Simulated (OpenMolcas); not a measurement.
**B+: effect of the basis set**

```json
{"Program": "OpenMolcas 26.06", "Method": "MS-CASPT2, IPEA 0.25 Eh, imaginary shift 0.1 Eh (closed shells correlated: 1s)", "Active space": "2 electrons in 4 orbitals (2s 2p)", "State averaging": "2S+1 = 3 even, 3 roots; 2S+1 = 1 even, 7 roots; 2S+1 = 3 odd, 3 roots; 2S+1 = 1 odd, 3 roots", "Spin-orbit coupling": "state interaction with AMFI integrals over the reference wave functions, term energies averaged over their components"}
```

A. ANO-RCC-VDZP [3s2p1d], DKH2, point nucleus; CASPT2 step of the order of 1.9 core-seconds
B. ANO-RCC-VTZP [4s3p2d1f], DKH2, point nucleus; CASPT2 step about 2.2 core-seconds
C. ANO-L-VTZP [4s3p2d1f], non-relativistic, point nucleus; CASPT2 step roughly 1.4 core-seconds
D. ANO-R2 [4s4p2d1f], X2C, finite nucleus; CASPT2 step roughly 1.4 core-seconds
E. ANO-R3 [4s4p2d1f], X2C, finite nucleus; CASPT2 step roughly 1.1 core-seconds
F. ANO-RCC-VQZP [5s4p3d2f1g], DKH2, point nucleus; CASPT2 step about 1.4 core-seconds

Energies in eV above 2s² ¹S₀, the measured ground level; measured values from NIST Handbook of Basic Atomic Spectroscopic Data.

```
     Level       A       B       C       D       E       F  Measured
   2s² ¹S₀  0.0000  0.0000  0.0000  0.0000  0.0000  0.0000    0.0000
2s 2p ³P°₀   4.643   4.628   4.681   4.652   4.652   4.633    4.6290
2s 2p ³P°₁   4.644   4.629   4.682   4.653   4.653   4.634    4.6298
2s 2p ³P°₂   4.646   4.630   4.684   4.654   4.654   4.636    4.6318
2s 2p ¹P°₁   9.570   9.378   9.547   9.352   9.352   9.300    9.1000
   2p² ³P₀  12.366  12.303  12.458  12.329  12.329  12.306   12.2634
   2p² ³P₁  12.367  12.304  12.458  12.330  12.330  12.307   12.2645
   2p² ³P₂  12.369  12.305  12.460  12.332  12.332  12.309   12.2662
   2p² ¹D₂  13.207  12.997  13.191  13.013  13.013  12.951   12.6914
   2p² ¹S₀  16.598  16.291  16.597  16.213  16.213  16.127   15.8280
```

Deviations, from unrounded energies. A percentage is the sum of absolute deviations over the sum of measured energies, with the sign that they share, or ± where signs differ.

```
           Against measurement  Levels     A     B     C     D     E     F
mean absolute deviation (cm-1)       9  1900  1000  2200  1100  1100   810
      other configurations (%)       9  +2.4  ±1.3  +2.8  +1.4  +1.4  +1.0
```

F lies closest to measurement on these levels and C furthest from it. The largest miss of F in the table is 2p² ¹S₀, by +2400 cm-1. The ranking rests on the paired levels alone, and a cruder setting can come out closer through cancelling errors.

Among A to F the level of the table that moves most is 2p² ¹S₀, by 3800 cm-1 (lowest in F, highest in A). Moves below CASPT2's spread within the term are not significant.

CASPT2 breaks the degeneracy within a term, and the mean is taken; among the terms shown or strongly mixed into the levels shown the widest spread is 230 cm-1 (2p² ¹D, C). Measured partners are found by configuration, term and J. A level has none where our copy of the source lacks it or the pairing is in doubt (some pairs that miss far off the trend of their configuration count as doubtful), and it then counts in no deviation. Levels of configurations outside the active space are missing.

° marks odd parity.
